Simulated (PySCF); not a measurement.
# [Nd(NH3)]3+ at several levels of theory

Computed with PySCF 2.14.0 (density fitting, no spin-orbit coupling) at the geometry relaxed with PBE0:

```xyz
5
[Nd(NH3)]3+ (singlet in the valence; each metal's 4f electrons, 3 of them, lie in its core potential, out of spins and levels)
Nd    0.0000    0.0000   -0.1649
N     0.0000    0.0000    2.2248
H     0.9419    0.0000    2.6810
H    -0.4710    0.8157    2.6810
H    -0.4709   -0.8158    2.6810
```

| level | basis | state | HOMO (eV) | gap (eV) | charge on Nd1 (e) | population of f-type functions on Nd1 (polarisation alone where 4f lies in the core) | dipole about the centre of mass (D) | largest force component (eV/Å) |
| --- | --- | --- | --- | --- | --- | --- | --- | --- |
| PBE0 | Nd lcecp-1-SVP with ECP49, N def2-SVP, H def2-SVP | singlet | -27.38 | 7.19 | 2.49 | 0.02 | 3.45 | 0.00 |
| B3LYP | the same | singlet | -27.10 | 6.53 | 2.47 | 0.02 | 3.50 | 0.17 |
| PBE0 | Nd lcecp-1-TZVP with ECP49, N def2-TZVP, H def2-TZVP | singlet | -27.29 | 7.17 | 2.58 | 0.02 | 3.54 | 0.29 |

In the lcecp rows the 4f levels are missing from HOMO and gap, and the state counts the valence alone.

Charges are Mulliken's, which hang on the basis. The relaxation used the grid (50, 194), these runs (75, 302) or, all-electron (x2c bases, spin-free X2C Hamiltonian), (99, 590).

What does BP86 with Nd lcecp-1-SVP with ECP49, N def2-SVP, H def2-SVP give here?

state singlet, HOMO (eV) -26.10, gap (eV) 4.96, charge on Nd1 (e) 2.44, population of f-type functions on Nd1 (polarisation alone where 4f lies in the core) 0.02, dipole about the centre of mass (D) 3.77, largest force component (eV/Å) 0.40. Time: 7.9 s on 2 threads of Arm Neoverse V1, with other jobs on the host, from an already converged density.

In the first row's basis the gap widens with exact exchange: 5.0 eV for BP86 (none); 6.5 to 7.2 eV for B3LYP, PBE0 (a fixed share).

An lcecp potential fixes the number of 4f electrons, so in runs with it no electron can move into or out of that shell.
